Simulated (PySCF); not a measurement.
Compound: m-xylene, C8H10.
SMILES with atom numbers: `[CH3:1][c:2]1[cH:3][cH:4][cH:5][c:6]([CH3:7])[cH:8]1` (hydrogens: H9, H10, H11 on C1; H12 on C3; H13 on C4; H14 on C5; H15, H16, H17 on C7; H18 on C8)

The same species was optimised twice, with GFN2-xTB and with PBE0-D3(BJ)/def2-SVP (PySCF), and the same property calculations (PySCF, gas phase) were run on both structures.

```
  coordinate  GFN2-xTB  PBE0-D3(BJ)/def2-SVP  change
   C2–C8 (Å)     1.388                 1.399  +0.011
   C6–C8 (Å)     1.388                 1.399  +0.011
   C2–C3 (Å)     1.389                 1.399  +0.010
   C5–C6 (Å)     1.389                 1.399  +0.010
   C4–C5 (Å)     1.383                 1.393  +0.010
   C3–C4 (Å)     1.383                 1.393  +0.010
   C6–C7 (Å)     1.499                 1.502  +0.003
   C1–C2 (Å)     1.499                 1.502  +0.003
C2–C8–C6 (°)     121.5                 122.1    +0.6
C3–C2–C8 (°)     118.8                 118.3    -0.5
C5–C6–C8 (°)     118.7                 118.3    -0.4
C1–C2–C3 (°)     120.6                 120.9    +0.3
C5–C6–C7 (°)     120.6                 120.9    +0.3
C7–C6–C8 (°)     120.6                 120.8    +0.2
C1–C2–C8 (°)     120.6                 120.8    +0.2
C2–C3–C4 (°)     120.4                 120.5    +0.1
```

Rotational constants: A = 3628, B = 1789, C = 1216 MHz (GFN2-xTB) against A = 3577, B = 1764, C = 1199 MHz (PBE0-D3(BJ)/def2-SVP). Point groups within 0.08 Å: C2 and C2.

On the GFN2-xTB structure: isotropic polarisability (au) 92.2 [PBE0/def2-SVPD]; HOMO (eV) -6.80 [PBE0/def2-SVPD]; LUMO (eV) -0.09 [PBE0/def2-SVPD]; dipole (D) 0.36 [PBE0/def2-SVPD]; HOMO (eV) -6.80 [PBE0/pcSseg-1]; LUMO (eV) -0.01 [PBE0/pcSseg-1]; dipole (D) 0.39 [PBE0/pcSseg-1]; GIAO shielding of C1/C7 (mean) (ppm) 162.7 [PBE0/pcSseg-1]; GIAO shielding of C2/C6 (mean) (ppm) 43.5 [PBE0/pcSseg-1]; GIAO shielding of C3/C5 (mean) (ppm) 55.7 [PBE0/pcSseg-1]; GIAO shielding of C4 (ppm) 52.8 [PBE0/pcSseg-1]; GIAO shielding of C8 (ppm) 52.4 [PBE0/pcSseg-1].

Task: What do these properties become on the PBE0-D3(BJ)/def2-SVP structure?

Result: 
```csv
property,level,on GFN2-xTB,on PBE0-D3(BJ)/def2-SVP,change
isotropic polarisability (au),PBE0/def2-SVPD,92.2,94.3,+2.1
HOMO (eV),PBE0/def2-SVPD,-6.80,-6.79,+0.01
LUMO (eV),PBE0/def2-SVPD,-0.09,-0.16,-0.07
dipole (D),PBE0/def2-SVPD,0.36,0.37,+0.01
"energy, GFN2-xTB geometry as zero (kcal/mol)",PBE0/def2-SVPD,0.0,-1.0,-1.0
HOMO (eV),PBE0/pcSseg-1,-6.80,-6.78,+0.02
LUMO (eV),PBE0/pcSseg-1,-0.01,-0.08,-0.07
dipole (D),PBE0/pcSseg-1,0.39,0.40,+0.01
"energy, GFN2-xTB geometry as zero (kcal/mol)",PBE0/pcSseg-1,0.0,-0.3,-0.3
GIAO shielding of C1/C7 (mean) (ppm),PBE0/pcSseg-1,162.7,161.1,-1.6
GIAO shielding of C2/C6 (mean) (ppm),PBE0/pcSseg-1,43.5,41.6,-1.9
GIAO shielding of C3/C5 (mean) (ppm),PBE0/pcSseg-1,55.7,52.8,-2.9
GIAO shielding of C4 (ppm),PBE0/pcSseg-1,52.8,50.6,-2.2
GIAO shielding of C8 (ppm),PBE0/pcSseg-1,52.4,49.3,-3.1
```

The heavy atoms differ by 0.014 Å rms after alignment. Among bonds between heavy atoms C2–C3, C2–C8, C3–C4, C4–C5, C5–C6 and C6–C8 change most and about equally (+0.010 to +0.011 Å). Changes are differences of the printed values. Neither structure is proved a minimum here.
